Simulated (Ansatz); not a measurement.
`[CH3][Al]([SH])[Br]` + H₂ → `[SH][AlH][Br]` + CH₄ at 600 K and 1 bar (hydrogenolysis of the Al–C bond).

Gas-phase electronic energies from Ansatz, PBE0-D4/def2-TZVP geometries. CBS: MP2 limit from def2 TZ/QZ plus the TZ coupled-cluster correction, frozen cores. This one scheme is used for every species. For Br outer-core shells are correlated without core-valence functions, which leaves a few kJ/mol of doubt a bond. Scalar relativity is left out up to krypton. Each species was taken in one conformer, which may not be the lowest.

| species | CCSD(T)/CBS energy (Eh) | H − E (kJ/mol) | S (J/(mol·K)) |
| --- | --- | --- | --- |
| `[CH3][Al]([SH])[Br]` | -3253.69870 | 178.7 | 451.0 |
| H₂ | -1.17544 | 43.9 | 150.8 |
| `[SH][AlH][Br]` | -3214.41891 | 86.8 | 372.4 |
| CH₄ | -40.46206 | 140.4 | 215.7 |

H − E and S are ideal-gas, rigid-rotor, harmonic terms from PBE0-D4/def2-TZVP, for one conformer and one mirror image of each species. The MP2-based limit puts H₂ 0.8 mEh under its directly extrapolated value; such offsets cancel only in part. 1 Eh = 2625.50 kJ/mol, R = 8.31446 J/(mol·K).

**Question.** By hand: ΔE, ΔH, ΔS and ΔG.

**Answer.** ΔE = (-3214.41891) + (-40.46206) − (-3253.69870) − (-1.17544) = -0.00683 Eh = -17.9 kJ/mol. Δ(H − E) = 86.8 + 140.4 − 178.7 − 43.9 = 4.6, so ΔH = -13.3 kJ/mol. ΔS = 372.4 + 215.7 − 451.0 − 150.8 = -13.7 J/(mol·K). ΔG = -13.3 − 600 × (-13.7)/1000 = -5.1 kJ/mol.

**Question.** By hand: the equilibrium constant, and the temperature at which ΔG would vanish if ΔH and ΔS stayed fixed.

**Answer.** log₁₀ K = −ΔG/(RT ln 10) = 0.4. ΔG = 0 at ΔH/ΔS = 971 K, though so small a ΔS makes that figure unsure.

TΔS isn't small against ΔH here. The sign of ΔG lies within the doubt. A doubt of 5 kJ/mol in ΔE shifts log₁₀ K by 0.4 here. Other conformers and mirror images would add mixing entropy, several J/(mol·K) or more a flexible species. Modes under 60 cm⁻¹, often nearly free rotors, make the harmonic entropy too high. These are equilibria of isolated gas molecules and say nothing of rates. Largest T1 diagnostic: 0.009 (customary marks: 0.02 for closed shells, 0.045 for open ones).
